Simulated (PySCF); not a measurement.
## Ionisation energy of O²⁺ by level of theory

O²⁺ [He] 2s2 2p2 (3P) → O³⁺ [He] 2s2 2p1 (2P), as a difference of total energies. All numbers are calculated (PySCF 2.14, scalar relativity by spin-free X2C-1e, in aug-cc-pVDZ-DK (4s3p2d, 23 functions)). Correlated levels: valence: 1s2 frozen. The calculations carry no spin-orbit coupling.

```
           method  ionisation energy (eV)  difference from reference (eV)
              UHF                  54.626                          -0.310
    MP2 (valence)                  54.777                          -0.159
SCS-MP2 (valence)                  54.675                          -0.261
   CCSD (valence)                  54.540                          -0.396
CCSD(T) (valence)                  54.545                          -0.391
  CCSDT (valence)                  54.546                          -0.390
    FCI (valence)                  54.546                          -0.390
```

Reference: 54.936 eV (semi-empirical (NIST evaluation); NIST Atomic Spectra Database, ionization energies).

Errors of the correlated levels include the incompleteness of this basis and the frozen core.
